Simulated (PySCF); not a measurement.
## Trend along group 7: MCl molecules

r²SCAN with triple-zeta basis sets in PySCF, for the lowest determinant that a PBE0 search found; no spin–orbit coupling. De refers to high-spin ground-configuration atoms. A positive dipole means M(−)Cl(+).

```json
{"M": "Mn", "basis": "x2c-TZVPPall", "state (unpaired electrons)": "septet (σ ↑↑, π ↑↑, δ ↑↑)", "Re (Å)": "2.222", "ωe (cm⁻¹)": "388", "De (eV)": "4.13", "μ (D)": "-2.62"}
{"M": "Tc", "basis": "def2-TZVPP", "state (unpaired electrons)": "septet (σ ↑↑, π ↑↑, δ ↑↑)", "Re (Å)": "2.350", "ωe (cm⁻¹)": "341", "De (eV)": "n/a", "μ (D)": "-2.22"}
{"M": "Re", "basis": "def2-TZVPP", "state (unpaired electrons)": "septet (σ ↑↑, π ↑↑, δ ↑↑)", "Re (Å)": "2.368", "ωe (cm⁻¹)": "321", "De (eV)": "3.68", "μ (D)": "-2.28"}
```

The shortest bond is that of MnCl (2.222 Å), the longest that of ReCl (2.368 Å).

The rows differ in basis set, which adds steps of its own.

Down a group the atoms grow and get heavier, so bonds lengthen and wavenumbers fall; this series shows no clear exception.

De is left out where the level can put another filling of the metal’s s and d shells below the measured ground configuration, by anything from nothing to about 1 eV. The metal atom is held in its measured ground configuration; semilocal functionals can put another filling of s and d lower by some tenths of an eV, and De to that atom would be smaller. These are scalar-relativistic numbers at best; spin–orbit coupling would shift them, the dissociation energy most. The state is the lowest single determinant that the PBE0 search found; with open d or f shells the true ground state can be another one.
